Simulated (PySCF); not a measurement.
# Si²⁺ (silicon, charge +2): UHF calculation

Configuration: [Ne] 3s2, closed-shell 1S. All numbers are calculated (PySCF 2.14, scalar relativity by spin-free X2C-1e, in x2c-SVPall (4s3p1d, 18 functions)).

| Quantity | Value |
| --- | --- |
| Total energy | -288.487365 hartree |
| One-electron energy | -390.8588 hartree |
| Hartree (Coulomb) energy | 122.2054 hartree |
| Exchange energy | -19.8340 hartree |
| ⟨S²⟩ | 0.0000 |
| ⟨L²⟩ | 0.000 |
| Sum of ⟨r⟩ | 8.542 bohr |
| Sum of ⟨r²⟩ | 12.03 bohr² |
| Langevin diamagnetic susceptibility | -9.53 ×10⁻⁶ cm³/mol |
| Time after the integrals | 0.06 s of wall time on 1 thread of Neoverse-N1 (shared host) |

```tsv
shell	electrons	mean orbital energy (hartree)	rms radius, mean of both spins (bohr)
1s	2	-69.76566	0.129
2s	2	-6.97435	0.612
2p	6	-5.04573	0.598
3s	2	-1.18078	2.13
```

Densities and radii are taken from the X2C orbitals without a picture-change correction, which distorts them close to the nucleus.
